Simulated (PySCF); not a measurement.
## A small calculation by hand: chemical shift, span and skew from a shielding tensor

C3H9FSi, SMILES C[Si](C)(C)F. Atoms are numbered in the order given.

```xyz
14

C     -1.5455     0.8923    -0.5262
Si     0.0000     0.0000     0.0212
C      1.5455     0.8923    -0.5262
C      0.0000    -1.7846    -0.5262
F      0.0000     0.0000     1.6623
H     -1.6097     0.9294    -1.6255
H     -2.4482     0.3851    -0.1516
H     -1.5576     1.9276    -0.1516
H      2.4482     0.3851    -0.1516
H      1.6097     0.9294    -1.6255
H      1.5576     1.9276    -0.1516
H      0.0000    -1.8588    -1.6255
H     -0.8905    -2.3127    -0.1516
H      0.8905    -2.3127    -0.1516
```

Coordinates come from a PBE0-D3(BJ)/def2-SVP optimisation.

GIAO shieldings from PBE/pcSseg-1 (PySCF), non-relativistic, no solvent. The symmetric part of the tensor of Si2 has the principal values 270.8, 270.8, 330.8 ppm. The same nucleus in TMS has σ = 335.4 ppm at this level (PySCF, at its B3LYP-D3(BJ)/def2-TZVP geometry).

Problem. Work out the isotropic shielding, the ²⁹Si shift against TMS, the span and the skew.

Solution. 
σ(iso) = (σ11 + σ22 + σ33)/3 = 290.8 ppm. δ = σ(ref) − σ(iso) = 335.4 − (290.8) = 44.6 ppm.
Span Ω = σ33 − σ11 = 60.0 ppm. Skew κ = 3(σ(iso) − σ22)/Ω = 1.00, an axial tensor. Tumbling in solution averages the tensor to δ; in a static solid the shielding alone would spread this spin-1/2 line over Ω.
